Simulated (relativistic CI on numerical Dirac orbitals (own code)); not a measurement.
# Energy levels of Ta XLVI

Calculated at this level of theory: Dirac-Coulomb-Breit CI, orbitals from a KLI potential per configuration, model QED (radiative potential, 1s self-energy scaled to tabulated hydrogen-like ionisation energies), unscaled Slater integrals (own radial code, finite nucleus).

Configuration list (outside the closed core [Ne]): 3s2 3p6 3d10, 3s2 3p6 3d9 4s, 3s2 3p6 3d9 4p, 3s2 3p6 3d9 4d, 3s2 3p5 3d10 4s, 3s2 3p6 3d9 4f, 3s2 3p5 3d10 4p, 3s2 3p6 3d8 4s2, 3s2 3p5 3d10 4d, 3s2 3p6 3d8 4s 4p, 3s 3p6 3d10 4s, 3s2 3p6 3d9 5s, 3s2 3p6 3d8 4p2, 3s2 3p5 3d10 4f, 3s2 3p6 3d8 4s 4d, 3s2 3p6 3d9 5p, 3s 3p6 3d10 4p, 3s2 3p5 3d9 4s2, 3s2 3p6 3d9 5d, 3s2 3p6 3d8 4p 4d, 3s2 3p6 3d9 5f, 3s2 3p6 3d9 5g, 3s2 3p5 3d9 4s 4p, 3s 3p6 3d10 4d, 3s2 3p6 3d8 4d2, 3s2 3p5 3d9 4p2, 3s2 3p5 3d9 4s 4d, 3s 3p6 3d10 4f, 3s 3p6 3d9 4s2, 3s2 3p6 3d9 6s, 3s2 3p5 3d10 5s, 3s2 3p6 3d9 6p, 3s2 3p4 3d10 4s2, 3s2 3p5 3d9 4p 4d, 3s2 3p5 3d10 5p, 3s2 3p6 3d9 6d. Levels of other configurations are missing.

| No. | Configuration | Term | J | E (eV) | % | Next component (%) | jj configuration (%) |
| --- | --- | --- | --- | --- | --- | --- | --- |
| 1 | 3s2 3p6 3d10 | 1S | 0 | 0.00 | 100 |  | closed (100) |
| 2 | 3s2 3p6 3d9 4s | 3D | 3 | 1505.88 | 100 |  | 3d5/2^5 4s (100) |
| 3 | 3s2 3p6 3d9 4s | 1D | 2 | 1507.71 | 58 | 42 3D | 3d5/2^5 4s (100) |
| 4 | 3s2 3p6 3d9 4s | 3D | 1 | 1568.14 | 100 |  | 3d3/2^3 3d5/2^6 4s (100) |
| 5 | 3s2 3p6 3d9 4s | 3D | 2 | 1569.32 | 58 | 42 1D | 3d3/2^3 3d5/2^6 4s (100) |
| 6 | 3s2 3p6 3d9 4p | 3P° | 2 | 1600.02 | 52 | 33 3D° | 3d5/2^5 4p1/2 (100) |
| 7 | 3s2 3p6 3d9 4p | 3F° | 3 | 1601.19 | 46 | 33 1F° | 3d5/2^5 4p1/2 (100) |
| 8 | 3s2 3p6 3d9 4p | 3F° | 2 | 1662.32 | 78 | 16 1D° | 3d3/2^3 3d5/2^6 4p1/2 (100) |
| 9 | 3s2 3p6 3d9 4p | 3D° | 1 | 1665.66 | 50 | 28 1P° | 3d3/2^3 3d5/2^6 4p1/2 (99) |
| 10 | 3s2 3p6 3d9 4p | 3F° | 4 | 1695.80 | 100 |  | 3d5/2^5 4p3/2 (100) |
| 11 | 3s2 3p6 3d9 4p | 1D° | 2 | 1697.75 | 51 | 38 3P° | 3d5/2^5 4p3/2 (99) |
| 12 | 3s2 3p6 3d9 4p | 1P° | 1 | 1698.81 | 63 | 31 3P° | 3d5/2^5 4p3/2 (99) |
| 13 | 3s2 3p6 3d9 4p | 3D° | 3 | 1700.87 | 72 | 26 1F° | 3d5/2^5 4p3/2 (100) |
| 14 | 3s2 3p6 3d9 4p | 3P° | 0 | 1754.77 | 100 |  | 3d3/2^3 3d5/2^6 4p3/2 (100) |
| 15 | 3s2 3p6 3d9 4p | 3P° | 1 | 1759.28 | 46 | 45 3D° | 3d3/2^3 3d5/2^6 4p3/2 (99) |
| 16 | 3s2 3p6 3d9 4p | 3F° | 3 | 1759.51 | 52 | 40 1F° | 3d3/2^3 3d5/2^6 4p3/2 (100) |
| 17 | 3s2 3p6 3d9 4p | 3D° | 2 | 1762.18 | 54 | 22 1D° | 3d3/2^3 3d5/2^6 4p3/2 (100) |
| 18 | 3s2 3p6 3d9 4d | 3S | 1 | 1836.14 | 46 | 44 3P | 3d5/2^5 4d3/2 (96) |
| 19 | 3s2 3p6 3d9 4d | 3G | 4 | 1841.06 | 52 | 41 1G | 3d5/2^5 4d3/2 (100) |
| 20 | 3s2 3p6 3d9 4d | 3D | 2 | 1842.45 | 50 | 32 3P | 3d5/2^5 4d3/2 (99) |
| 21 | 3s2 3p6 3d9 4d | 3F | 3 | 1844.76 | 48 | 23 3D | 3d5/2^5 4d3/2 (100) |
| 22 | 3s2 3p6 3d9 4d | 1P | 1 | 1858.63 | 57 | 21 3S | 3d5/2^5 4d5/2 (97) |
| 23 | 3s2 3p6 3d9 4d | 3G | 5 | 1860.25 | 100 |  | 3d5/2^5 4d5/2 (100) |
| 24 | 3s2 3p6 3d9 4d | 3D | 3 | 1864.14 | 59 | 37 1F | 3d5/2^5 4d5/2 (99) |
| 25 | 3s2 3p6 3d9 4d | 1D | 2 | 1865.31 | 48 | 41 3P | 3d5/2^5 4d5/2 (99) |
| 26 | 3s2 3p6 3d9 4d | 3F | 4 | 1866.00 | 81 | 19 1G | 3d5/2^5 4d5/2 (100) |
| 27 | 3s2 3p6 3d9 4d | 3P | 0 | 1879.25 | 90 | 10 1S | 3d5/2^5 4d5/2 (72) |
| 28 | 3s2 3p6 3d9 4d | 3D | 1 | 1902.38 | 50 | 39 1P | 3d3/2^3 3d5/2^6 4d3/2 (99) |
| 29 | 3s2 3p6 3d9 4d | 3G | 3 | 1902.76 | 82 | 16 1F | 3d3/2^3 3d5/2^6 4d3/2 (100) |
| 30 | 3s2 3p6 3d9 4d | 3F | 2 | 1908.45 | 65 | 31 1D | 3d3/2^3 3d5/2^6 4d3/2 (100) |
| 31 | 3s2 3p6 3d9 4d | 3P | 1 | 1921.01 | 53 | 23 3S | 3d3/2^3 3d5/2^6 4d5/2 (98) |
| 32 | 3s2 3p6 3d9 4d | 3G | 4 | 1924.10 | 48 | 40 1G | 3d3/2^3 3d5/2^6 4d5/2 (100) |
| 33 | 3s2 3p6 3d9 4d | 3D | 2 | 1925.85 | 49 | 23 3P | 3d3/2^3 3d5/2^6 4d5/2 (100) |
| 34 | 3s2 3p6 3d9 4d | 3F | 3 | 1927.74 | 51 | 26 1F | 3d3/2^3 3d5/2^6 4d5/2 (100) |
| 35 | 3s2 3p6 3d9 4d | 1S | 0 | 1945.77 | 88 | 10 3P | 3d3/2^3 3d5/2^6 4d3/2 (71) |
| 36 | 3s2 3p5 3d10 4s | 3P° | 2 | 1947.20 | 100 |  | 3p3/2^3 4s (100) |
| 37 | 3s2 3p5 3d10 4s | 1P° | 1 | 1950.40 | 66 | 34 3P° | 3p3/2^3 4s (100) |
| 38 | 3s2 3p6 3d9 4f | 3P° | 0 | 2006.80 | 100 |  | 3d5/2^5 4f5/2 (100) |
| 39 | 3s2 3p6 3d9 4f | 3P° | 1 | 2009.69 | 76 | 24 3D° | 3d5/2^5 4f5/2 (91) |
| 40 | 3s2 3p6 3d9 4f | 3H° | 5 | 2013.91 | 53 | 44 1H° | 3d5/2^5 4f5/2 (99) |
| 41 | 3s2 3p6 3d9 4f | 3D° | 2 | 2014.54 | 55 | 31 3P° | 3d5/2^5 4f5/2 (80) |
| 42 | 3s2 3p6 3d9 4f | 3H° | 6 | 2017.60 | 100 |  | 3d5/2^5 4f7/2 (100) |
| 43 | 3s2 3p6 3d9 4f | 3F° | 3 | 2017.80 | 56 | 28 3D° | 3d5/2^5 4f5/2 (90) |
| 44 | 3s2 3p6 3d9 4f | 3G° | 4 | 2018.96 | 51 | 21 1G° | 3d5/2^5 4f5/2 (98) |
| 45 | 3s2 3p6 3d9 4f | 1D° | 2 | 2019.22 | 57 | 26 3F° | 3d5/2^5 4f7/2 (80) |
| 46 | 3s2 3p6 3d9 4f | 3F° | 4 | 2023.23 | 60 | 36 1G° | 3d5/2^5 4f7/2 (98) |
| 47 | 3s2 3p6 3d9 4f | 3G° | 5 | 2024.72 | 83 | 15 1H° | 3d5/2^5 4f7/2 (99) |
| 48 | 3s2 3p6 3d9 4f | 1F° | 3 | 2025.39 | 52 | 35 3D° | 3d5/2^5 4f7/2 (90) |
| 49 | 3s2 3p6 3d9 4f | 3D° | 1 | 2037.83 | 59 | 23 1P° | 3d5/2^5 4f7/2 (77) |
| 50 | 3s2 3p5 3d10 4p | 3P | 1 | 2041.77 | 48 | 33 3S | 3p3/2^3 4p1/2 (99) |
| 51 | 3s2 3p5 3d10 4p | 3D | 2 | 2042.75 | 50 | 33 1D | 3p3/2^3 4p1/2 (100) |
| 52 | 3s2 3p6 3d9 4f | 3H° | 4 | 2075.83 | 84 | 12 1G° | 3d3/2^3 3d5/2^6 4f5/2 (99) |
| 53 | 3s2 3p6 3d9 4f | 1D° | 2 | 2077.12 | 41 | 35 3P° | 3d3/2^3 3d5/2^6 4f5/2 (63) |
| 54 | 3s2 3p6 3d9 4f | 3F° | 2 | 2080.33 | 40 | 40 3D° | 3d3/2^3 3d5/2^6 4f7/2 (63) |
| 55 | 3s2 3p6 3d9 4f | 3H° | 5 | 2082.33 | 45 | 41 1H° | 3d3/2^3 3d5/2^6 4f7/2 (100) |
| 56 | 3s2 3p6 3d9 4f | 3G° | 3 | 2082.93 | 74 | 19 1F° | 3d3/2^3 3d5/2^6 4f5/2 (96) |
| 57 | 3s2 3p6 3d9 4f | 3D° | 3 | 2085.48 | 37 | 37 3F° | 3d3/2^3 3d5/2^6 4f7/2 (96) |
| 58 | 3s2 3p6 3d9 4f | 3G° | 4 | 2086.79 | 46 | 30 1G° | 3d3/2^3 3d5/2^6 4f7/2 (99) |
| 59 | 3s2 3p6 3d9 4f | 1P° | 1 | 2103.58 | 77 | 16 3D° | 3d3/2^3 3d5/2^6 4f5/2 (85) |
| 60 | 3s2 3p5 3d10 4p | 3D | 3 | 2137.14 | 100 |  | 3p3/2^3 4p3/2 (100) |
| 61 | 3s2 3p5 3d10 4p | 1P | 1 | 2137.25 | 56 | 35 3S | 3p3/2^3 4p3/2 (99) |
| 62 | 3s2 3p5 3d10 4p | 3P | 2 | 2142.27 | 67 | 33 1D | 3p3/2^3 4p3/2 (100) |
| 63 | 3s2 3p5 3d10 4p | 1S | 0 | 2160.12 | 59 | 40 3P | 3p3/2^3 4p3/2 (98) |
| 64 | 3s2 3p5 3d10 4s | 3P° | 0 | 2234.00 | 98 | 2 3s2 3p5 3d10 4d 3P° | 3p1/2 3p3/2^4 4s (98) |
| 65 | 3s2 3p5 3d10 4s | 3P° | 1 | 2236.24 | 65 | 34 1P° | 3p1/2 3p3/2^4 4s (99) |
| 66 | 3s2 3p5 3d10 4d | 3P° | 0 | 2278.83 | 97 | 2 3s2 3p5 3d10 4s 3P° | 3p3/2^3 4d3/2 (97) |
| 67 | 3s2 3p5 3d10 4d | 3P° | 1 | 2282.29 | 64 | 32 3D° | 3p3/2^3 4d3/2 (97) |
| 68 | 3s2 3p5 3d10 4d | 3F° | 3 | 2283.08 | 53 | 41 1F° | 3p3/2^3 4d3/2 (100) |
| 69 | 3s2 3p5 3d10 4d | 3D° | 2 | 2286.17 | 55 | 18 3F° | 3p3/2^3 4d3/2 (99) |
| 70 | 3s2 3p5 3d10 4d | 3F° | 4 | 2302.45 | 100 |  | 3p3/2^3 4d5/2 (100) |

Energies count from the lowest computed level; ° marks odd parity. Filled j subshells are mostly left out of the jj labels.

The mean weight of the leading LS term, summed over parents, in these 70 levels is 66 %, and that of the leading jj configuration (from the same eigenvectors) 96 %, so jj coupling describes them better and the LS labels are nominal.

At this charge energies of transitions that change n are usually good to better than 1 %, and those within a shell (Δn = 0) to a few per cent.

LS names give the leading component of a level, which can be under half, so a name can repeat, a term be missing and a line seem to break the LS rules.
